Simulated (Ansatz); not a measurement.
Ansatz (a quantum-chemistry and plane-wave program) input (B3LYP/6-31G*):

Ansatz 0.2 input:
```yaml
crystal:
  periodic: [false, false, false]
  atoms:
    - {symbol: C, position_ang: [-1.17109918, -0.18413075, -0.01891508]}
    - {symbol: Si, position_ang: [0.63511060, 0.09834890, 0.00075078]}
    - {symbol: H, position_ang: [-1.69550625, 0.56277238, -0.62566942]}
    - {symbol: H, position_ang: [-1.42297287, -1.19930931, -0.34600839]}
    - {symbol: H, position_ang: [-1.54270148, -0.07718178, 1.01707787]}
    - {symbol: H, position_ang: [1.20855561, 1.44640885, -0.16572592]}
    - {symbol: H, position_ang: [1.58767173, -1.00479027, 0.22330535]}
basis:
  gaussian:
    orbitals: 6-31G*
hamiltonian:
  xc: {name: B3LYP}
total_charge: 1
phonons: {temperatures: {t_min: 298.15, t_max: 298.15, t_step: 100}}
```

Question: Which harmonic wavenumbers does it give?

Answer: 20, 510, 528, 734, 856, 908, 976, 1329, 1425, 1440, 2326, 2376, 2999, 3097, 3153 cm⁻¹ (unscaled; negative means imaginary).
